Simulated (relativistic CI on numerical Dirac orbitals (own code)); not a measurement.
## Hyperfine structure of Pt XLII, mass number 195

Method of calculation: Dirac-Coulomb-Breit CI, KLI orbitals optimised for each configuration, model QED (radiative potential, 1s self-energy scaled to tabulated hydrogen-like ionisation energies), unscaled Slater integrals (own radial code, finite nucleus).

CI space (outside the closed core [Ar] 3d10): 4s2 4p6 4d, 4s2 4p6 4f, 4s2 4p5 4d2, 4s 4p6 4d2, 4s2 4p5 4d 4f, 4s 4p6 4d 4f, 4s2 4p6 5s, 4s2 4p6 5p, 4p6 4d3, 4p5 4d4, 4p5 4d3 4f, 4s 4p6 4f2, 4s 4p5 4f3, 4p6 4f3. Double excitations out of closed p, d and f shells are left out; levels of such configurations are missing from the list, as are those of other unlisted configurations, and high levels can miss mixing partners.

Nuclear spin I = 1/2, μ = 0.6073 μN (tables of Stone and Pyykkö). The electronic factors are computed for point nuclear moments, without core polarisation or the Bohr-Weisskopf and QED corrections.

```csv
Level,E (cm⁻¹),A (MHz)
4s2 4p6 4d 2D_3/2,0,42010
4s2 4p6 4d 2D_5/2,205246,16710
4s2 4p5 4d2 4D°_1/2,1351238,7226
4s2 4p5 4d2 4G°_9/2,1554862,43330
4s2 4p5 4d2 2H°_11/2,1592712,41420
```

Levels with J = 0, under 50 % of one LS term, or S terms without an open s electron are left out. Small factors come from cancelling terms and can be off by tens of per cent or more.

At this charge energies of transitions that change n are usually good to better than 1 %, and those within a shell (Δn = 0) to a few per cent.

(1) Give the hyperfine levels of 4s2 4p6 4d 2D_3/2 relative to its centre of gravity.

Results:

(1) With K = F(F + 1) − I(I + 1) − J(J + 1), E = AK/2: F = 1: -52510, F = 2: 31500 MHz.

LS names give the leading component of a level, which can be under half, so a name can repeat, a term be missing and a line seem to break the LS rules.
